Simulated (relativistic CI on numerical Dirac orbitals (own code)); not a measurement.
Mn⁺: resonant inelastic scattering at the L2,3 edge

Computed with this model: Dirac-Coulomb-Breit CI, KLI orbitals optimised for each configuration, model QED (radiative potential, 1s self-energy scaled to tabulated hydrogen-like ionisation energies), Kramers-Heisenberg scattering through one core-hole configuration in a parametric crystal field, unscaled Slater integrals; configurations [Ar] 3d6 → [He] 2s2 2p5 3s2 3p6 3d7; 300 K; core-hole width 0.4 eV; summed over polarisations. Incident energies are the highest absorption maxima for each field (at most a few, so the weaker spin-orbit partner edge can be absent), on the computed scale of the free ion. Intensities are in per cent of the strongest line above 0.02 eV; levels within 1 cm⁻¹ are merged; final levels count from the ground level, the first row holds all elastic scattering, lines under 0.4 are left out and each table stops after 24 rows. The scale of the Slater integrals is a model choice and moves the terms in proportion. The configuration is assumed, with all valence electrons in the open shell; the free ion's ground configuration is another.

Field parameters in Wybourne normalisation: Oh B⁴₀ = 21Dq, B⁴₄ = √(5/14) B⁴₀. The field is a parameter set, without covalency.

S is read from ⟨S²⟩ = S(S + 1).

Oh, 10Dq = 8750 cm⁻¹:

```
Final level (eV)  Degeneracy  Irrep     S  640.4 eV  641.7 eV  651.1 eV
           0.000           3     T2  2.00     243.0      72.3      29.4
           0.015           2      E  2.00       7.8      11.6       2.3
           0.016           3     T1  2.00      21.6       9.3       3.7
           0.036           1     A1  2.00       7.6       9.0       1.5
           0.038           3     T1  2.00      43.0      17.0       6.6
           0.039           3     T2  2.00      51.1       8.3       5.9
           1.109          10         2.00      29.9     100.0      14.8
           1.441           2      E  1.00       3.0       1.8       0.9
           1.442           1     A1  0.83       0.7       0.8       0.4
           1.442           3     T2  1.00       4.3       3.1       1.5
           1.469           3     T1  1.00       5.9       1.3       1.3
           1.601           1     A1  0.35       0.2       0.2       0.7
           1.899           3     T1  1.00       4.8       1.6       6.9
           1.903           2      E  1.00       0.7       0.4       2.8
           1.913           3     T2  1.00       2.2       3.2       4.7
           1.918           1     A2  1.00       0.2       0.4       0.1
           2.361           3     T1  0.91       2.7       1.2       6.0
           2.374           2      E  1.00       1.1       0.6       0.5
           2.376           3     T2  1.00       1.3       1.9       2.9
           2.381           1     A1  1.00       1.1       0.2       1.6
           2.476           3     T1  0.25       0.4       0.5       3.7
           2.611           3     T1  0.99       2.2       0.7       7.4
           2.611           2      E  1.00       1.0       0.9       2.0
           2.627           3     T2  1.00       1.8       2.8       3.4
```

Oh, 10Dq = 13050 cm⁻¹:

```tsv
Final level (eV)	Degeneracy	Irrep	S	640.5 eV	642 eV	651.4 eV
0.000	3	T2	2.00	568.8	116.7	57.8
0.015	2	E	2.00	16.7	20.0	4.7
0.015	3	T1	2.00	73.2	17.2	9.2
0.036	1	A1	2.00	15.0	15.4	2.6
0.037	3	T1	2.00	97.2	31.4	13.1
0.039	3	T2	2.00	100.0	18.4	15.3
0.542	1	A1	0.05	0.7	1.1	3.3
0.949	2	E	1.00	4.4	5.8	3.1
0.950	3	T2	1.00	10.2	10.3	5.5
0.977	3	T1	1.00	12.1	7.3	2.5
0.998	1	A1	0.99	2.1	2.7	5.8
1.527	3	T1	1.00	23.7	4.9	5.8
1.530	2	E	1.01	5.2	2.7	1.6
1.548	3	T2	1.01	7.8	5.4	9.7
1.557	1	A2	1.01	2.6	0.9	2.4
1.641	1	A1	2.00	9.9	23.6	1.9
1.641	3	T1	2.00	25.7	63.1	17.2
1.642	2	E	2.00	17.9	37.4	8.9
1.642	3	T2	1.99	17.6	49.7	10.4
1.643	1	A2	1.99	4.7	8.6	2.7
1.950	3	T1	0.03	1.5	2.3	3.5
2.376	2	E	1.00	2.7	3.7	0.6
2.378	3	T2	1.00	3.2	4.0	4.2
2.384	3	T1	1.00	4.8	4.8	15.3
```

Oh, 10Dq = 17500 cm⁻¹:

```
Final level (eV)  Degeneracy  Irrep     S  641.1 eV  650.8 eV  651.2 eV
           0.000           1     A1  0.01     435.4      85.8     147.3
           0.514           3     T2  2.00       3.3       0.2       3.6
           0.527           2      E  2.00       0.1       9.8      14.7
           0.529           3     T1  2.00       0.2       1.2       5.6
           0.547           1     A1  1.99      18.5       8.9       9.8
           0.549           3     T1  1.99       3.7       0.7       0.5
           0.551           3     T2  1.99       4.3       0.2       0.9
           0.943           2      E  1.01       8.2      42.9     100.0
           0.945           3     T2  1.01       6.1      26.2      26.5
           0.971           3     T1  1.01      15.5       2.4       2.6
           0.988           1     A1  1.01       3.1      63.9      48.8
           1.602           3     T1  1.00      90.0      16.9      31.6
           1.605           2      E  1.00      29.3      17.6      13.0
           1.626           3     T2  1.00      82.1      25.4      48.9
           1.933           3     T1  0.02      44.0      35.1      85.0
           2.702           1     A1  1.98       4.3       1.4       0.9
           2.703           3     T1  1.98       1.2       3.9       2.2
           2.704           2      E  1.99       1.1       0.5       0.7
           2.706           3     T2  1.99       6.1       2.8       5.4
           2.893           2      E  1.02       8.4      11.3      31.2
           2.894           3     T2  1.01       0.4      27.1      23.1
           2.901           3     T1  1.02      29.9       1.1       2.0
           2.904           1     A1  1.03      12.9       3.3       6.6
           3.095           3     T1  1.00      29.9       9.3       6.9
```

For the first field the strongest loss at the lowest incident energy is the level at 0.04 eV (S = 2.00, against 2.00 in the thermal ground state).
